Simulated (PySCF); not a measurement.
C5H6O2, SMILES c1c(C)coc1O.

Coordinates come from a TPSSh-D3(BJ)/def2-SVP optimisation. One conformer was computed; it need not be the lowest.

Two levels are set side by side: PBE/def2-TZVP (PySCF) and r2SCAN/def2-TZVP (PySCF). Same geometry, gas phase. Differences are taken from unrounded values.

```tsv
quantity	r2SCAN
orbital gap (eV)	5.00
highest occupied level (eV)	-4.93
lowest empty level (eV)	0.07
dipole moment (D)	2.10
mean polarisability (bohr³)	63.8
```

**Question.** What does PBE give, and how far is it from r2SCAN? (Estimate from the structure and the level; the computed values follow.)

**Answer.** 
```csv
quantity,PBE,PBE minus r2SCAN
orbital gap (eV),4.63,-0.36
highest occupied level (eV),-4.78,0.15
lowest empty level (eV),-0.15,-0.21
dipole moment (D),2.03,-0.07
mean polarisability (bohr³),65.0,1.2
```

Rough cost on one machine, each run with all the roots and properties that it gave: r2SCAN against PBE about 4 times.
